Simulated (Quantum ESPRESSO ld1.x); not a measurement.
Problem. All-electron atom: the molybdenum ion Mo4+ in [Kr] 4d1 4f1 (not the ground configuration). Method: scalar-relativistic Kohn-Sham, B86b exchange with PBE correlation, spin-unpolarised, spherical densities, point nucleus; computed with ld1.x of Quantum ESPRESSO 7.5. Some entries of the table are withheld. Estimate them.

orbital,occ.,eigenvalue (eV),r(max) (bohr),<1/r> (bohr^-1)
1s,2,-19881.6,0.02287,(1)
2s,2,-2856.66,0.1296,9.806
2p,6,-2559.70,(2),9.533
3s,2,-532.252,0.3834,3.368
3p,6,-434.929,0.3769,3.204
3d,10,-276.737,0.3223,2.973
4s,2,-116.717,(3),1.263
4p,6,-89.7674,1.052,1.138
4d,1,-50.5685,1.249,0.8886
4f,1,(4),2.343,(5)

Solution. 
(1) 1s <1/r> (bohr^-1): 43.55
(2) 2p r(max) (bohr): 0.1036
(3) 4s r(max) (bohr): 0.9795
(4) 4f eigenvalue (eV): -20.4665
(5) 4f <1/r> (bohr^-1): 0.4386
